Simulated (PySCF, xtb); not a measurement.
PbBr₂, SMILES [Br][Pb][Br] (connectivity only; charge and spin as stated), neutral, multiplicity 1.

GFN2-xTB in xtb at its own geometry gives an orbital gap of 2.64 eV and a dipole moment of 8.00 D.

Geometry optimised at B3LYP-D3(BJ)/def2-SVP. The isomer is the one that the SMILES or the coordinates give; other isomers of the formula were not compared. The def2 effective core potentials stand for the cores of Pb; spin–orbit coupling is left out.

**Question.** What does PySCF with CAM-B3LYP/def2-TZVPD give? (Estimate from the structure and the level; the computed values follow.)

**Answer.** gap 6.52 eV (levels -9.06 and -2.54 eV), dipole 4.63 D.
